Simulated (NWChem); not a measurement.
Species: CHCl2 cation

```xyz
4

Cl     1.4473     0.0000    -0.1565
C      0.0000     0.0000     0.6084
Cl    -1.4473     0.0000    -0.1565
H      0.0000     0.0000     1.7010
```
Atoms are numbered in this order, from 1.

Results from NWChem. Pople sets run with spherical d functions. Structure relaxed at the B3LYP/6-31G* (spherical d) level. Level: B3LYP/6-31G* with COSMO at NWChem's default radii, gas-phase geometry; rows give the dielectric constant. Reactions with the solvent are ignored.

```csv
dielectric constant,electrostatic solvation energy (kcal/mol)
4.8,(withheld)
11.7,-60.4
20.7,-62.8
37.5,-64.3
46.7,-64.6
```

Q: What belongs in the gaps?

A: 
- 4.8, electrostatic solvation energy (kcal/mol): -52.2
